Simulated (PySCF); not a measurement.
CdP⁺ at ROHF

Level: ROHF. PySCF, scalar-relativistic core potentials, basis sets Cd def2-SVPD with ECP28, P def2-SVPD.

| Property | Result |
| --- | --- |
| state | ³Σ⁻ (triplet), unpaired electrons π ↑↑ |
| bond length | 2.547 Å |
| harmonic wavenumber | 272 cm⁻¹ |
| force constant | 1.06 mdyn/Å |
| rotational constant Be | 0.1068 cm⁻¹ |
| anharmonicity ωexe | 1.00 cm⁻¹ |
| vibration–rotation constant αe | 0.000557 cm⁻¹ |
| well depth De to Cd⁺ + P | 2.3 kcal/mol |
| dissociation energy D0 | 1.9 kcal/mol |
| bond order (Mayer) | 1.08 |
| dipole moment (positive dipole points towards P; it is taken about the centre of mass and depends on that origin) | -2.10 D |

Spin–orbit coupling is left out. For an ion De counts to the pair picked by the measured ionisation energies or electron affinities, which need not be the lowest pair at this level. UHF is strongly spin-contaminated for CdP⁺, so the ROHF reference used there is far from stable. Hartree–Fock leaves out correlation, which carries a large part of most bond energies and some tenths to 1 eV of ionisation energies. The state was picked by a PBE0 search and need not be the measured ground state.
